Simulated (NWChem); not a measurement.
All runs are NWChem calculations. System: Ag2, charge 0, spin multiplicity 1, at a geometry optimised with B3LYP/def2-SVP with def2 effective core potentials on Ag. The structure started from a generated list of species. Level: PBE/def2-TZVPP with def2 effective core potentials on Ag.

The NWChem input:

```
start mol
memory heap 200 mb stack 900 mb global 1100 mb
geometry units angstroms nocenter noautoz
  Ag     0.000000     0.000000     1.299550
  Ag     0.000000     0.000000    -1.299550
  symmetry group D2h
end
basis spherical
  * library def2-tzvpp
end
ecp
  Ag library def2-ecp
end
dft
  xc xpbe96 cpbe96
  semidirect memsize 60000000 filesize 0
  iterations 100
end
task dft energy
```

Part of the output:

```
             Northwest Computational Chemistry Package (NWChem) 7.3.0
             --------------------------------------------------------

                                NWChem Input Module
                                -------------------

 Scaling coordinates for geometry "geometry" by  1.889725989
 (inverse scale =  0.529177249)

 Turning off AUTOSYM since
 SYMMETRY directive was detected!

                             Geometry "geometry" -> ""
                             -------------------------

 Output coordinates in angstroms (scale by  1.889725989 to convert to a.u.)

  No.       Tag          Charge          X              Y              Z
 ---- ---------------- ---------- -------------- -------------- --------------
    1 Ag                  47.0000     0.00000000     0.00000000     1.29955000
    2 Ag                  47.0000     0.00000000     0.00000000    -1.29955000

 Effective nuclear repulsion energy (a.u.)     449.7528156055

            Nuclear Dipole moment (a.u.)
            ----------------------------
        X                 Y               Z
 ---------------- ---------------- ----------------
     0.0000000000     0.0000000000     0.0000000000

      Symmetry information
      --------------------

 Group name             D2h
 Group number             26
 Group order               8
 No. of unique centers     1

      Symmetry unique atoms

     1


 Summary of "ao basis" -> "" (spherical)
 ------------------------------------------------------------------------------
       Tag                 Description            Shells   Functions and Types
 ---------------- ------------------------------  ------  ---------------------
 *                         def2-tzvpp                 on all atoms

 Summary of "ao basis" -> "ao basis" (spherical)
 ------------------------------------------------------------------------------
       Tag                 Description            Shells   Functions and Types
 ---------------- ------------------------------  ------  ---------------------
 Ag                        def2-tzvpp               16       56   6s4p3d2f1g
[...]
     6     -0.117348  1 Ag s                 62      0.117348  2 Ag s
     5     -0.066362  1 Ag s                 61      0.066362  2 Ag s

 Vector   19  Occ=2.000000D+00  E=-1.913505D-01  Symmetry=ag
              MO Center=  3.9D-15,  4.7D-15,  7.4D-14, r^2= 4.0D+00
   Bfn.  Coefficient  Atom+Function         Bfn.  Coefficient  Atom+Function
  ----- ------------  ---------------      ----- ------------  ---------------
     5      0.507426  1 Ag s                 61      0.507426  2 Ag s
     3     -0.304422  1 Ag s                 59     -0.304422  2 Ag s
     2      0.162901  1 Ag s                 58      0.162901  2 Ag s
     6      0.157585  1 Ag s                 62      0.157585  2 Ag s
     4     -0.115462  1 Ag s                 60     -0.115462  2 Ag s

 Vector   20  Occ=0.000000D+00  E=-1.166225D-01  Symmetry=b1u
              MO Center= -3.3D-15,  2.9D-15, -1.2D-14, r^2= 7.4D+00
   Bfn.  Coefficient  Atom+Function         Bfn.  Coefficient  Atom+Function
  ----- ------------  ---------------      ----- ------------  ---------------
     5      0.548995  1 Ag s                 61     -0.548995  2 Ag s
     3     -0.271340  1 Ag s                 59      0.271340  2 Ag s
     6      0.250418  1 Ag s                 62     -0.250418  2 Ag s
    18      0.153338  1 Ag pz                74      0.153338  2 Ag pz
     2      0.146371  1 Ag s                 58     -0.146371  2 Ag s

 Vector   21  Occ=0.000000D+00  E=-3.736326D-02  Symmetry=b2u
              MO Center=  3.5D-20, -5.6D-15,  1.4D-17, r^2= 7.7D+00
   Bfn.  Coefficient  Atom+Function         Bfn.  Coefficient  Atom+Function
  ----- ------------  ---------------      ----- ------------  ---------------
    17      0.411228  1 Ag py                73      0.411228  2 Ag py
    14      0.222402  1 Ag py                70      0.222402  2 Ag py
     8     -0.139561  1 Ag py                64     -0.139561  2 Ag py
    20      0.038715  1 Ag d -1              76     -0.038715  2 Ag d -1

 Vector   22  Occ=0.000000D+00  E=-3.736326D-02  Symmetry=b3u
              MO Center= -4.8D-15, -6.7D-20, -3.3D-17, r^2= 7.7D+00
   Bfn.  Coefficient  Atom+Function         Bfn.  Coefficient  Atom+Function
  ----- ------------  ---------------      ----- ------------  ---------------
    16      0.411228  1 Ag px                72      0.411228  2 Ag px
    13      0.222402  1 Ag px                69      0.222402  2 Ag px
     7     -0.139561  1 Ag px                63     -0.139561  2 Ag px
    22     -0.038715  1 Ag d  1              78      0.038715  2 Ag d  1

 center of mass
 --------------
 x =   0.00000000 y =   0.00000000 z =   0.00000000

 moments of inertia (a.u.)
 ------------------
        1289.472361242184           0.000000000000           0.000000000000
           0.000000000000        1289.472361242184           0.000000000000
           0.000000000000           0.000000000000           0.000000000000

     Multipole analysis of the density
     ---------------------------------

     L   x y z        total         alpha         beta         nuclear
     -   - - -        -----         -----         ----         -------
     0   0 0 0     -0.000000    -19.000000    -19.000000     38.000000

     1   1 0 0      0.000000      0.000000      0.000000      0.000000
     1   0 1 0     -0.000000     -0.000000     -0.000000      0.000000
     1   0 0 1      0.000000      0.000000      0.000000      0.000000

     2   2 0 0    -30.109814    -15.054907    -15.054907      0.000000
     2   1 1 0      0.000000      0.000000      0.000000      0.000000
     2   1 0 1      0.000000      0.000000      0.000000      0.000000
     2   0 2 0    -30.109814    -15.054907    -15.054907      0.000000
     2   0 1 1      0.000000      0.000000      0.000000      0.000000
     2   0 0 2    -24.742805   -126.958907   -126.958907    229.175008

 Task  times  cpu:       10.3s     wall:       10.3s

 Total times  cpu:       10.4s     wall:       10.4s
```
